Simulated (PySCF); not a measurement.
InHClBr, SMILES [Br][InH][Cl].

Coordinates come from a PBE0-D3(BJ)/def2-SVP optimisation. The def2 effective core potentials stand for the cores of In; spin–orbit coupling is left out.

These are PySCF with IEF-PCM-M06-2X/def2-SVP values and carry that method's errors.

The values are the electrostatic part of the solvation free energy, E(continuum) − E(gas) at the gas-phase geometry, in a cavity of scaled van der Waals radii (PySCF's table); cavitation and dispersion terms are not included. A continuum can't describe solvent molecules that bind to the metal. In vacuum the orbital gap is 8.09 eV. The dipole moment in vacuum is 2.50 D.

Problem. Estimate the values in water (ε = 78.36), cyclohexanone (ε = 15.62), 1-octanol (ε = 9.86). (Estimate from the structure and the level; the computed values follow.)

Solution. 
```csv
solvent,ε,ΔG(elec) (kcal/mol),dipole (D),gap (eV)
water,78.36,-8.2,3.49,8.75
cyclohexanone,15.62,-7.5,3.41,8.70
1-octanol,9.86,-7.0,3.35,8.66
```
